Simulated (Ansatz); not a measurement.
A run for Ansatz (a first-principles code): R-wB97X-V/def2-TZVPP on ScN, 2S+1 = 1, a spin state set in the input, which need not be the lowest, a point of a bond scan (R = 1.642 Å).

Ansatz 0.2 input:
```yaml
crystal:
  periodic: [false, false, false]
  atoms:
    - {symbol: Sc, position_ang: [0.00000000, 0.00000000, 0.00000000]}
    - {symbol: N, position_ang: [0.00000000, 0.00000000, 1.64171300]}
basis:
  gaussian:
    orbitals: def2-TZVPP
    pivot_positions_ang: [[0.00000000, 0.00000000, 0.00000000], [0.00000000, 0.00000000, 1.64171300]]
hamiltonian:
  xc: {name: wB97X-V}
output: {forces: true, orbitals: {seedname: ./end}}
```

Program output:

```
WARN ansatz: RAYON_NUM_THREADS=1 ignored (pool sized by the plan → 1); use --threads N
Functional definition: wB97X-V
integrals: 0.04 GiB planned
673 factors; their error is unknown
integrals: 0.07 GiB planned
169 factors; integrals over basis functions are off by at most 2.3e-5 eV
mean field: 0.35 GiB planned
mean field evaluation 1: about -22161.5393 eV, gradient 9.9e1 eV
mean field evaluation 2: about -22025.0287 eV, gradient 2.2e2 eV
mean field evaluation 4: about -22183.1780 eV, gradient 1.1e1 eV
mean field evaluation 8: about -22183.4539 eV, gradient 3.0e-1 eV
mean field evaluation 16: about -22183.5230 eV, gradient 6.6e-4 eV
mean field -22183.52297630 eV, -815.2294328472 hartree, gradient 7.6e-5 eV, S^2 0.000000; 0 other end points of the search recorded, 0 dependent functions left out
the calculation of the forces begins
reference -22183.52297460 eV, -815.2294327847 hartree; 14, 14 occupied and 81, 81 virtual orbitals, 673 factors
Total energy: -22183.52297460 eV, -815.2294327847 hartree
Atom 0 at     0.000000     0.000000     0.000000 Å, force    -0.000000     0.000000     1.011396 eV/Å
Atom 1 at     0.000000     0.000000     1.641713 Å, force    -0.000000     0.000000    -1.011396 eV/Å
Dipole moment:    -0.000000    -0.000000    -1.724134 e Å
```

The calculation finished and met its thresholds.

Cost: around 3 core-seconds (rough).
